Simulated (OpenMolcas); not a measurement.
Lines of F3+: computed and rescaled rates

```yaml
Program: OpenMolcas 26.06
Method: "SS-CASPT2, IPEA 0.25 Eh, imaginary shift 0.1 Eh (closed shells correlated: 1s)"
Basis: ANO-RCC-VTZP [4s3p2d1f]
Scalar_Hamiltonian: DKH2, point nucleus
Active_space: 4 electrons in 8 orbitals (2s 2p 3s 3p)
State_averaging: 2S+1 = 3 even, 3 roots; 2S+1 = 1 even, 6 roots; 2S+1 = 5 odd, 1 root; 2S+1 = 3 odd, 9 roots; 2S+1 = 1 odd, 8 roots
Spin-orbit_coupling: state interaction with AMFI integrals over the reference wave functions, term energies averaged over their components
```

Rates come from the transition moments of the reference wave functions (E1 and E2 in the length form). At fixed line strength A goes as λ^-3 for E1 and M1 and as λ^-5 for E2, so a rate at the computed wavelength can be rescaled to the measured one. Measured vacuum wavelengths follow from level energies in Moore, Atomic Energy Levels, vol. I, NSRDS-NBS 35 (1971 reprint of NBS Circular 467, 1949). Branching counts decays inside the model space alone, at computed energies, and the table is only a selection of the E1 lines, drawn from those between levels with measured partners whose computed energy lies within a factor of 1.5 of the measured one.

```csv
Upper,Lower,Type,λ computed (nm),λ measured (nm),A computed (s-1),A rescaled (s-1),Branching %
2s 2p3 3D* 2,2s2 2p2 3P2,E1,68.02,67.9,2.87e+08,2.89e+08,23.4
2s 2p3 3D* 2,2s2 2p2 3P1,E1,67.82,67.72,9.42e+08,9.46e+08,76.6
2s 2p3 3P* 1,2s2 2p2 3P2,E1,57.02,57.26,1.48e+09,1.46e+09,41.0
2s 2p3 3P* 2,2s2 2p2 3P2,E1,57.01,57.27,2.71e+09,2.67e+09,75.7
2s 2p3 3P* 1,2s2 2p2 3P1,E1,56.88,57.14,9.30e+08,9.17e+08,25.9
2s 2p3 3P* 2,2s2 2p2 3P1,E1,56.87,57.14,8.70e+08,8.58e+08,24.3
2s 2p3 3P* 1,2s2 2p2 3P0,E1,56.81,57.06,1.19e+09,1.17e+09,33.1
2s 2p3 1P* 1,2s2 2p2 1S0,E1,48.74,49.06,2.77e+09,2.72e+09,16.8
2s 2p3 1P* 1,2s2 2p2 1D2,E1,42.87,43.08,1.37e+10,1.35e+10,83.1
```

The largest correction is for 2s 2p3 1P* 1 → 2s2 2p2 1S0 (E1): 2.77e+09 × (48.74 / 49.06)^3 = 2.72e+09 s-1, a factor of 0.98.

The computed rate and branching of 2s 2p3 1P* 1 → 2s2 2p2 1D2 give the upper level a radiative lifetime of 0.831 / 1.37e+10 s-1 = 6.07e-11 s, counting decays inside the model space alone.

The computed order of these levels differs from the measured one in 1 place, and where term gaps are wrong the rates of spin-changing lines can be off by large factors.

No measured rate stands beside these. Rescaling mends the energy factor alone: line strengths can still be far off where a level mixes with configurations outside the active space, and weak or spin-changing lines hang on small mixing coefficients that depend on the term gaps too, so rescaling need not improve them.

Term energies are means over components that CASPT2 splits; among the terms shown or strongly mixed into the levels shown the widest spread is 28 cm-1 (2s 2p3 3D*). Active for correlation alone: 3p 3s; no level in the range computed is led by a configuration that fills them, so any true level of that kind is missing. Computed and measured levels are paired by configuration, term and J; levels that our copy of the source lacks, or whose pairing is in doubt (as where it misses far off the trend of its configuration), stay unpaired. Levels of configurations outside the active space are missing.

* marks odd parity.
